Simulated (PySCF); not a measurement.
**Selenium: a sound run and one with changed settings**

Sound run: Se [Ar] 3d10 4s2 4p4, Se⁺ [Ar] 3d10 4s2 4p3. All numbers are calculated (PySCF 2.14, scalar relativity by spin-free X2C-1e, in Sapporo-DKH3-DZP-2012 (6s5p3d1f, 43 functions)). In the sound run the correlated levels freeze [Ar] 3d10. The sound run starts from symmetry-adapted Hartree-Fock orbitals and uses a fine grid where one is needed.

Changed run: basis STO-3G, all-electron and non-relativistic. This setting is unsound on purpose.

```csv
species,method,sound run (hartree),changed run (hartree),converged
Se,UHF,-2428.01033,-2373.52734,yes
Se,TPSS,-2429.69470,-2374.72929,yes
Se,B3LYP,-2429.80539,-2374.78023,yes
Se,MP2,-2428.08560,-2373.52734,yes
Se⁺,UHF,-2427.69846,-2373.29984,yes
Se⁺,TPSS,-2429.34096,-2374.45201,yes
Se⁺,B3LYP,-2429.44584,-2374.49929,yes
Se⁺,MP2,-2427.75699,-2373.29984,yes
```

Ionisation energy of Se:

```
 method  sound run (eV)  changed run (eV)
    UHF           8.486             6.191
   TPSS           9.626             7.545
  B3LYP           9.784             7.645
    MP2           8.942             6.191
SCS-MP2           8.959             6.191
```

A minimal basis cannot let orbitals breathe on ionisation and holds almost no correlation. The Hamiltonian changed with the basis, so the totals do not compare.

For comparison, NIST gives 9.752 eV between the lowest levels.
